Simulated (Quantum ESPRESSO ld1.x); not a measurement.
These are the eigenvalues of the occupied orbitals of an atom or ion with whole-number occupations (eV). Calculated with ld1.x of Quantum ESPRESSO 7.5: scalar-relativistic Kohn-Sham, PBE, spin-unpolarised, spherical densities, point nucleus.

| orbital | eigenvalue |
|---|---|
| 1s | -3964.97 |
| 2s | -429.828 |
| 2p | -350.204 |
| 3s | -62.2360 |
| 3p | -43.0597 |

Which element is it, and in what charge state? The configuration may be excited.

Answer. Z = 20, calcium, charge +2: Ca2+ in [Ar]. The list shows which subshells hold electrons but not how many an open one holds; the 1s level, -145.71 hartree, gives Z - s = 17.1 by -(Z - s)^2/2, which with screening and relativity narrows Z to a few neighbours, and the depths of the outer levels then fix element, charge and occupations together.
